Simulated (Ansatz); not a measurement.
`F[Si]1([GeH3])CO1` and `[GeH3][SiH]1CO1` differ in one atom or group.

Ansatz, PBE0-D4/def2-TZVP geometries, multiplicity 1. 

Scalar relativity is left out up to krypton.

| property | `F[Si]1([GeH3])CO1` |
| --- | --- |
| size of the dipole moment (ωB97M-V/def2-TZVPP) / D | 2.16 |
| HOMO energy (PBE/def2-TZVPP) / eV | -6.42 |
| HOMO energy (B3LYP/def2-TZVPP) / eV | -7.49 |
| HOMO energy (ωB97M-V/def2-TZVPP) / eV | -9.90 |
| LUMO energy (ωB97M-V/def2-TZVPP) / eV | 1.22 |
| LUMO energy (B3LYP/def2-TZVPP) / eV | -0.79 |

(1) What does the change do to each property? (Best estimate.)

## Answers

(1) Computed: 
| property | `[GeH3][SiH]1CO1` | shift |
| --- | --- | --- |
| size of the dipole moment (ωB97M-V/def2-TZVPP) / D | 1.85 | -0.31 |
| HOMO energy (PBE/def2-TZVPP) / eV | -6.32 | 0.10 |
| HOMO energy (B3LYP/def2-TZVPP) / eV | -7.31 | 0.18 |
| HOMO energy (ωB97M-V/def2-TZVPP) / eV | -9.72 | 0.18 |
| LUMO energy (ωB97M-V/def2-TZVPP) / eV | 0.94 | -0.28 |
| LUMO energy (B3LYP/def2-TZVPP) / eV | -1.04 | -0.25 |

With PBE0 the HOMO rises by 0.18 eV and the LUMO falls by 0.26 eV, so the gap narrows by about 0.44 eV. PBE moves the HOMO by 0.10 eV and ωB97M-V by 0.18 eV. Dipoles are sizes alone; their direction can turn.

B3LYP here is the variant with VWN-RPA as its local correlation; programs differ in this.
